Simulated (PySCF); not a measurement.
**Correlation energy of Cd+ (cadmium, charge +1)**

[Kr] 4d9 5s2, 2D determinant (an excited configuration). All numbers are calculated (PySCF 2.14, the spin-free X2C one-electron Hamiltonian (Gaussian nucleus), in x2c-TZVPPall with one added diffuse shell each of s, p, d, f type (9s7p7d3f1g, 95 functions)). Frozen: [Ar] 3d10; 19 electrons correlated.

| level | correlation energy (mhartree) |
| --- | --- |
| CCSD | -639.50 |
| (T) | -17.26 |
| CCSD(T) | -656.76 |

Diagnostics: T1 = 0.0099, D1 = 0.0397, largest double amplitude 0.074.

Q: Is a single reference adequate?

A: Mostly. T1 lies below 0.03, but a double amplitude of this size points to a near-degeneracy that CCSD handles and MP2 describes poorly.

This basis was not built for core-valence correlation, so the inner-shell part is incomplete.
